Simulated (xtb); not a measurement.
xtb input (GFN2-xTB):

```bash
xtb mol.xyz --gfn 2 --sp --chrg 1 --uhf 0
```
mol.xyz:
```
8

Si    -0.55689233    -0.00824704     0.17837413
Br    -0.01508499    -0.50062459    -1.84893605
Br     1.10781068     0.18851563     1.54119918
O     -1.25614091     1.67691823     0.11991830
O     -1.91422143    -0.63696927     0.75050582
H     -0.72545747     2.48279776     0.23886607
H     -2.17821221    -1.56047998     0.67301248
H     -2.18233778     1.79736266     0.39828084
```

End of the output:

```
         :::::::::::::::::::::::::::::::::::::::::::::::::::::
         ::                     SUMMARY                     ::
         :::::::::::::::::::::::::::::::::::::::::::::::::::::
         :: total energy             -19.238899294937 Eh    ::
         :: gradient norm              0.016783621327 Eh/a0 ::
         :: HOMO-LUMO gap              5.569383436252 eV    ::
         ::.................................................::
         :: SCC energy               -19.327400071531 Eh    ::
         :: -> isotropic ES            0.143916721436 Eh    ::
         :: -> anisotropic ES          0.013184778857 Eh    ::
         :: -> anisotropic XC         -0.010738747814 Eh    ::
         :: -> dispersion             -0.006218647983 Eh    ::
         :: repulsion energy           0.088500776594 Eh    ::
         :: add. restraining           0.000000000000 Eh    ::
         :: total charge               1.000000000000 e     ::
         :::::::::::::::::::::::::::::::::::::::::::::::::::::

           -------------------------------------------------
          |                Property Printout                |
           -------------------------------------------------

    * Orbital Energies and Occupations

         #    Occupation            Energy/Eh            Energy/eV
      -------------------------------------------------------------
         1        2.0000           -1.0714297             -29.1551
       ...           ...                  ...                  ...
         4        2.0000           -0.9386395             -25.5417
         5        2.0000           -0.8684366             -23.6314
         6        2.0000           -0.8601420             -23.4057
         7        2.0000           -0.8032165             -21.8566
         8        2.0000           -0.7672578             -20.8781
         9        2.0000           -0.7577512             -20.6195
        10        2.0000           -0.7152865             -19.4639
        11        2.0000           -0.6959072             -18.9366
        12        2.0000           -0.6468226             -17.6009
        13        2.0000           -0.6212805             -16.9059
        14        2.0000           -0.6186978             -16.8356
        15        2.0000           -0.6129785             -16.6800
        16        2.0000           -0.6080375             -16.5455 (HOMO)
        17                         -0.4033664             -10.9762 (LUMO)
        18                         -0.3761818             -10.2364
        19                         -0.3296718              -8.9708
        20                         -0.3255616              -8.8590
        21                         -0.2111182              -5.7448
        22                         -0.1967511              -5.3539
        23                         -0.1825465              -4.9673
        24                         -0.1763362              -4.7984
        25                         -0.1487267              -4.0471
        26                         -0.1485821              -4.0431
        27                         -0.1475598              -4.0153
       ...                                ...                  ...
        38                          1.2112814              32.9606
      -------------------------------------------------------------
                  HL-Gap            0.2046711 Eh            5.5694 eV
             Fermi-level           -0.5057020 Eh          -13.7609 eV

     #   Z          covCN         q      C6AA      α(0)
     1  14 Si       3.183     0.625   138.592    24.875
     2  35 Br       0.849    -0.011   185.095    21.935
     3  35 Br       0.849    -0.017   185.262    21.945
     4   8 O        2.358    -0.357    19.981     6.037
     5   8 O        1.575    -0.387    20.647     6.132
     6   1 H        0.804     0.383     0.516     1.129
     7   1 H        0.807     0.372     0.540     1.154
     8   1 H        0.804     0.392     0.500     1.111

 Mol. C6AA /au·bohr⁶  :       2466.728237
 Mol. C8AA /au·bohr⁸  :     130091.450828
 Mol. α(0) /au        :         84.316913

Wiberg/Mayer (AO) data.
largest (>0.10) Wiberg bond orders for each atom

 ---------------------------------------------------------------------------
     #   Z sym  total        # sym  WBO       # sym  WBO       # sym  WBO
 ---------------------------------------------------------------------------
     1  14 Si   4.416 --     5 O    1.324     2 Br   1.235     3 Br   1.228
                             4 O    0.607
     2  35 Br   1.440 --     1 Si   1.235
     3  35 Br   1.433 --     1 Si   1.228
     4   8 O    2.385 --     6 H    0.838     8 H    0.832     1 Si   0.607
     5   8 O    2.326 --     1 Si   1.324     7 H    0.839
     6   1 H    0.853 --     4 O    0.838
     7   1 H    0.862 --     5 O    0.839
     8   1 H    0.846 --     4 O    0.832
 ---------------------------------------------------------------------------

Topologies differ in total number of bonds
Writing topology from bond orders to xtbtopo.mol

molecular dipole:
                 x           y           z       tot (Debye)
 q only:       -2.118       1.362       0.510
   full:       -2.817       1.450       0.726       8.263
molecular quadrupole (traceless):
                xx          xy          yy          xz          yz          zz
 q only:        1.260      -3.666       8.473      -2.324       1.149      -9.733
  q+dip:        2.808      -4.629      13.446      -5.160      -0.844     -16.254
   full:        2.020      -5.193      15.008      -4.997      -0.888     -17.028

           -------------------------------------------------
          | TOTAL ENERGY              -19.238899294937 Eh   |
          | GRADIENT NORM               0.016783621327 Eh/α |
          | HOMO-LUMO GAP               5.569383436252 eV   |
           -------------------------------------------------

------------------------------------------------------------------------
Note: The following floating-point exceptions are signalling: IEEE_UNDERFLOW_FLAG IEEE_DENORMAL
normal termination of xtb
------------------------------------------------------------------------
 total:
 SCF:
```

It need not be the lowest isomer of its formula.
